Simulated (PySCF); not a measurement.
SMILES CC(C)(C)OBO (C₄H₁₁BO₂) (GFN2-xTB optimised geometry):

```
18

B      0.179     1.693     0.000
H     -0.443     2.697     0.000
O      1.543     1.693     0.000
H      1.952     2.556     0.000
O     -0.556     0.582     0.000
C     -0.092    -0.770     0.000
C      0.736    -1.040     1.259
C     -1.350    -1.645    -0.004
C      0.743    -1.039    -1.254
H      1.041    -2.083     1.290
H      0.147    -0.816     2.145
H      1.620    -0.410     1.258
H     -1.952    -1.433     0.876
H     -1.078    -2.697    -0.004
H     -1.947    -1.431    -0.886
H      1.627    -0.408    -1.248
H      0.159    -0.816    -2.143
H      1.049    -2.082    -1.283
```

Calculation: CAM-B3LYP/def2-SVP (PySCF).

Question: What are the frontier orbital energies and the dipole moment?

Answer: HOMO-2 -10.30 eV, HOMO-1 -9.88 eV, HOMO -9.68 eV, LUMO 2.53 eV, LUMO+1 2.61 eV; dipole moment 1.32 D.

On the same geometry PBE/def2-SVP (PySCF) gives HOMO-2 -7.30 eV, HOMO-1 -6.89 eV, HOMO -6.76 eV, LUMO 0.41 eV, LUMO+1 0.77 eV; dipole moment 1.33 D.

Meta-Löwdin charges at CAM-B3LYP/def2-SVP: B1 0.31, H2 -0.03, O3 -0.49, H4 0.34, O5 -0.39, C6 0.27, C7 -0.30, C8 -0.29, C9 -0.30, H10 0.10, H11 0.09, H12 0.11, H13 0.10, H14 0.09, H15 0.10, H16 0.11, H17 0.09, H18 0.10.
